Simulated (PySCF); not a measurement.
# Frontier orbitals and the lowest excitations

Compound: C₅H₈F₃N.
Cartesian coordinates in Å at the GFN2-xTB level; atoms count from 1:
```
atom  x, y, z in Å
C1    -1.9809    1.1062   -0.0061
C2    -1.1186   -0.1175    0.1007
N3    -1.2317   -1.0477    0.9379
C4    -0.0143   -0.2191   -0.9268
C5     1.2149   -0.9372   -0.3680
C6     2.0494    0.0071    0.4702
F7     1.3616    0.6031    1.4534
F8     3.0878   -0.6142    1.0504
F9     2.5754    1.0055   -0.2672
H10   -1.4047    1.9728    0.3169
H11   -2.2859    1.2683   -1.0382
H12   -2.8645    1.0226    0.6233
H13   -1.9939   -0.9475    1.6030
H14   -0.4013   -0.7906   -1.7737
H15    0.2552    0.7745   -1.2893
H16    0.8867   -1.7608    0.2679
H17    1.8576   -1.3134   -1.1643
```

Level of theory: PySCF 2.14.0, density-fitted response routines, TDDFT PBE0/def2-SVPD, vertical, gas phase, core orbitals frozen in the response.

Frontier orbitals with the atoms that hold most of them (Löwdin shares over 4%, at most four atoms; ? is withheld):

```json
{"orbital": "HOMO-3", "ε (eV)": "-10.51", "atoms": "C5 21%, C4 12%, F9 12%, C6 11%"}
{"orbital": "HOMO-2", "ε (eV)": "-10.33", "atoms": "C5 17%, C4 15%, C2 15%, C1 13%"}
{"orbital": "HOMO-1", "ε (eV)": "-8.83", "atoms": "?"}
{"orbital": "HOMO", "ε (eV)": "-7.61", "atoms": "N3 59%, C2 11%, C1 8%, H13 8%"}
{"orbital": "LUMO", "ε (eV)": "-0.19", "atoms": "?"}
{"orbital": "LUMO+1", "ε (eV)": "0.51", "atoms": "C1 23%, C4 9%, C2 8%, H10 8%"}
{"orbital": "LUMO+2", "ε (eV)": "1.25", "atoms": "H17 17%, C5 15%, C1 9%, H12 8%"}
```

Problem. Which atoms hold the HOMO-1, and with what shares?

Solution. N3 (bonded to C and H) 45%; C2 (bonded to 2 C and N) 25%; C4 (bonded to 2 C and 2 H) 6%; C1 (bonded to C and 3 H) 6%. By element: nitrogen 45%, carbon 37% or more.

Problem. Which atoms hold the LUMO, and with what shares?

Solution. C2 (bonded to 2 C and N) 35%; N3 (bonded to C and H) 31%; C4 (bonded to 2 C and 2 H) 7%; C1 (bonded to C and 3 H) 6%. By element: carbon 48% or more, nitrogen 31%.

Problem. How does S1 compare with the orbital gap of 7.42 eV?

Solution. S1 is at 5.43 eV (f = 0.0025), 1.99 eV below the gap, made of HOMO→LUMO (98%). Without the coupling terms of the response equations the lowest excitation would equal the gap.

Problem. Give energy, strength and leading configuration of S1 and S2, and follow the Löwdin shares of the leading atoms from the occupied to the empty orbital.

Solution. 
- S1 (5.43 eV, f 0.0025), HOMO→LUMO (98%): N3 59% → 31%, C2 11% → 35%
- S2 (6.99 eV, f 0.038), HOMO→LUMO+1 (95%): N3 59% → at most 8%, C2 11% → 8%, C1 8% → 23%, C4 at most 8% → 9%

Löwdin shares depend on the basis, the more so with diffuse functions.

One conformer stands for the species.
